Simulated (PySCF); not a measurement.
## Computed structure and properties of Tm(BH4)2

System: Tm(BH4)2 (singlet in the valence; each metal's 4f electrons, 13 of them, lie in its core potential, out of spins and levels); start: template (C2). Method: PySCF 2.14.0, RKS PBE0, Tm lcecp-0-SVP with ECP59, B def2-SVP, H def2-SVP; non-relativistic Hamiltonian with scalar-relativistic core potentials where named; density fitting; no spin-orbit coupling.

Input of the relaxation:

```python
mol = gto.M(atom='''
Tm    -0.00000     0.00000    -0.15886
B      2.35140     0.00000     0.89344
H      3.44670     0.00000     1.38364
H      1.63130    -0.83350     1.48434
H      2.43680    -0.30510    -0.31576
H      1.84710     1.13860     1.00204
B     -2.35140     0.00000     0.89344
H     -3.44670     0.00000     1.38364
H     -1.63130     0.83350     1.48434
H     -2.43680     0.30510    -0.31576
H     -1.84710    -1.13860     1.00204''',
    basis={'Tm': 'lcecp-0-SVP', 'B': 'def2-SVP', 'H': 'def2-SVP'},
    ecp={'Tm': 'lcecp-0-SVP'},
    charge=0, spin=0)
mf = dft.RKS(mol, xc='PBE0')
mf.grids.atom_grid = (50, 194)  # f atoms: unpruned, at least (60, 302)
mf = mf.density_fit()  # fitting sets: Tm AutoAux, B def2-universal-JKFIT, H def2-universal-JKFIT
mf.conv_tol = 1e-08; mf.max_cycle = 55
mf.kernel(dm0)  # dm0: converged density of the start geometry
# quasi-Newton relaxation in Cartesian coordinates to a largest gradient under 0.00045 Eh/bohr, steps kept in the point group
```

Run from Python with OMP_NUM_THREADS=2; the lines above give its settings. Where DIIS fails, smearing, a level shift and second-order steps follow.
It took 61 s on 2 threads of Arm Neoverse V2, on a shared host, from the converged density of the start.

Course of the relaxation:

```csv
step,energy above end (eV),largest force component within the symmetry (eV/Å)
0,0.1889,0.799
1,0.1538,0.706
2,0.0970,0.362
3,0.0852,0.225
4,0.0760,0.096
5,0.0725,0.070
6,0.0632,0.152
7,0.0438,0.186
15,0.0009,0.034
16,0.0008,0.037
17,0.0004,0.020
18,0.0002,0.019
19,0.0000,0.014
20,0.0000,0.020
```
(The steps between are left out.)

Relaxed geometry (nearly D3):

```xyz
11

Tm    0.0001    0.0000    0.8181
B     2.5323   -0.0014    0.7901
H     3.7418    0.0038    0.7768
H     2.0790   -0.7723    1.6706
H     2.0513   -0.3733   -0.3076
H     2.0697    1.1401    1.0293
B    -2.5322    0.0014    0.7901
H    -3.7418   -0.0038    0.7767
H    -2.0791    0.7723    1.6707
H    -2.0513    0.3733   -0.3076
H    -2.0698   -1.1402    1.0294
```

```tsv
contact	Å
Tm1–H5 (BH4)	2.369
Tm1–H10 (BH4)	2.370
```

On the finer grid (75, 302):

| Property | Result |
| --- | --- |
| HOMO | not given (4f levels lie in the core) |
| LUMO | not given (4f levels lie in the core) |
| Dipole about the centre of mass | 0.16 D |
| Set of Mulliken populations of Tm1 outside the core potential | s 2.36, p 6.25, d 0.76, f 0.02 |
| D3(BJ) dispersion energy (not in the energies) | -0.152 eV |

```csv
atom,Mulliken (e),Löwdin (e),spin (e)
Tm1,0.62,0.72,0.00
B2,-0.23,-0.41,0.00
H3,-0.01,0.00,0.00
H4,-0.03,0.02,0.00
H5,-0.02,0.02,0.00
H6,-0.02,0.02,0.00
B7,-0.23,-0.41,0.00
H8,-0.01,0.00,0.00
H9,-0.03,0.02,0.00
H10,-0.02,0.02,0.00
H11,-0.02,0.02,0.00
```

The 4f levels lie in the core potential and are missing. Their spin isn't counted.

On the grid (50, 194), as all that follows. Harmonic modes: a minimum within the noise of the softest modes; lowest 33 cm⁻¹ (negative: unstable), highest 2608 cm⁻¹, zero-point energy 2.073 eV.

Taking off one BH4 (charge -1, singlet; the rest: singlet) in vacuum, both parts rigid, costs 7.37 eV; the small basis without counterpoise inflates it. Most of it is the attraction of opposite charges; other ways to part are cheaper, and one spin state was tried for the rest.

Rigid scan of BH4 along the line from its metal:

```csv
distance to B2 (Å),energy (eV)
2.23,0.590
2.33,0.233
2.43,0.052
2.53,0.000
2.63,0.040
2.73,0.144
2.93,0.467
3.23,1.065
3.63,1.849
4.13,2.668
```

One start shape was tried, so this needn't be the lowest isomer.

An lcecp potential fixes the number of 4f electrons, so in runs with it no electron can move into or out of that shell.
